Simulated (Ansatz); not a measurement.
Consider the redistribution: `[F][GeH]1[O]C[S]1` + `[OH][Al]([F])[O][SiH3]` → `[OH][GeH]1[O]C[S]1` + `[F][Al]([F])[O][SiH3]`.

Computed with Ansatz on PBE0-D4/def2-TZVP structures; ΔE is electronic, products minus reactants. CCSD(T)/CBS adds triple-zeta CCSD(T) − MP2 to the extrapolated MP2 energy (def2 sets, frozen cores). DFT in def2-TZVPP. B3LYP here is the variant with VWN-RPA as its local correlation; programs differ in this. For Ge outer-core shells are correlated without core-valence functions, which leaves a few kJ/mol of doubt a bond. Scalar relativity is left out up to krypton. One conformer a species, not always the lowest.

Problem. Is it downhill or uphill in electronic energy at CCSD(T)/CBS, and by how much? (Estimate.)

Solution. Ansatz gave: Downhill: ΔE = -0.27 eV.

Problem. What do these levels give: PBE-D4, PBE0-D4, B2PLYP, PBE, r2SCAN, PBE0, B3LYP, MP2/def2-TZVPP, CCSD/def2-TZVPP, HF/def2-QZVPP, MP2/def2-QZVPP, CCSD/CBS(def2)? (Best estimate.)

Solution. The calculation gave: PBE-D4 -0.21, PBE0-D4 -0.23, B2PLYP -0.23, PBE -0.21, r2SCAN -0.21, PBE0 -0.22, B3LYP -0.20, MP2/def2-TZVPP -0.28, CCSD/def2-TZVPP -0.26, HF/def2-QZVPP -0.22, MP2/def2-QZVPP -0.29, CCSD/CBS(def2) -0.27 eV.

Largest T1 diagnostic among the species: 0.013.

In def2-TZVPP, CCSD(T) changes the Hartree–Fock value by −0.04 eV (the triples alone add −0.00 eV) and MP2 by −0.06 eV.
